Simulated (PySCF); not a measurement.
UHF on Ti⁻ (titanium, charge -1), [Ar] 3d3 4s2, high-spin 4F determinant. Calculation: PySCF 2.14, in dyall-av2z (16s12p7d2f, 101 functions); no relativity, point nucleus.

```
cycle= 1 E= -848.374729158945  delta_E= -0.00435  |g|= 0.0204  |ddm|= 0.0292
cycle= 2 E= -848.374855486646  delta_E= -0.000126  |g|= 0.00396  |ddm|= 0.00557
cycle= 3 E= -848.374861137733  delta_E= -5.65e-06  |g|= 0.000877  |ddm|= 0.00346
cycle= 4 E= -848.374861545901  delta_E= -4.08e-07  |g|= 0.000336  |ddm|= 0.000925
cycle= 5 E= -848.374861715083  delta_E= -1.69e-07  |g|= 8e-05  |ddm|= 0.00154
cycle= 6 E= -848.374861730238  delta_E= -1.52e-08  |g|= 1.38e-05  |ddm|= 0.000579
cycle= 7 E= -848.374861731278  delta_E= -1.04e-09  |g|= 5.99e-06  |ddm|= 0.000126
cycle= 8 E= -848.374861731777  delta_E= -5e-10  |g|= 3.4e-06  |ddm|= 0.000151
converged SCF energy = -848.374861731777  <S^2> = 4.2067378  2S+1 = 4.2221974
```

Highest occupied orbital energy: 0.157 eV; ⟨L²⟩ = 12.03; populations by l: s 8.00, p 12.00, d 3.00, f 0.00.

Task: Can this result be used?

Result: With care. The run converged. ⟨S²⟩ = 4.21 against 3.75 shows spin contamination. At UHF the highest occupied level has a positive energy, so only the finite basis holds that electron.
